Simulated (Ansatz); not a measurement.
Reaction (substitution at a C–C bond): `CCCCC#N` + `C[O][Ga]([OH])[OH]` → `C[O][Ga]([OH])[O]C` + `CCCC#N`

Calculated with Ansatz (gas phase, PBE0-D4/def2-TZVP geometries, no zero-point term in ΔE). CCSD(T)/CBS is the MP2 limit (def2-TZVPP, def2-QZVPP) plus CCSD(T) − MP2 in def2-TZVPP, frozen cores. DFT in def2-TZVPP. B3LYP here is the variant with VWN-RPA as its local correlation; programs differ in this. For Ga outer-core shells are correlated without core-valence functions, which leaves a few kJ/mol of doubt a bond. Scalar relativity is left out up to krypton. One conformer a species, not always the lowest.

(1) Is it downhill or uphill in electronic energy at CCSD(T)/CBS, and by how much? (Best estimate.)

(2) What do these levels give: B3LYP-D4, B3LYP, CCSD/def2-TZVPP, CCSD(T)/def2-TZVPP, SCS-MP2/def2-QZVPP, CCSD/CBS(def2)? (An estimate is asked.)

Largest T1 diagnostic among the species: 0.014.

## Answers

(1) The calculation gave: Uphill: ΔE = +15.6 kcal/mol.

(2) Ansatz gave: B3LYP-D4 13.1, B3LYP 12.8, CCSD/def2-TZVPP 14.7, CCSD(T)/def2-TZVPP 14.9, SCS-MP2/def2-QZVPP 15.4, CCSD/CBS(def2) 15.4 kcal/mol.

In def2-TZVPP, CCSD(T) changes the Hartree–Fock value by +2.7 kcal/mol (the triples alone add +0.2 kcal/mol) and MP2 by +4.2 kcal/mol.
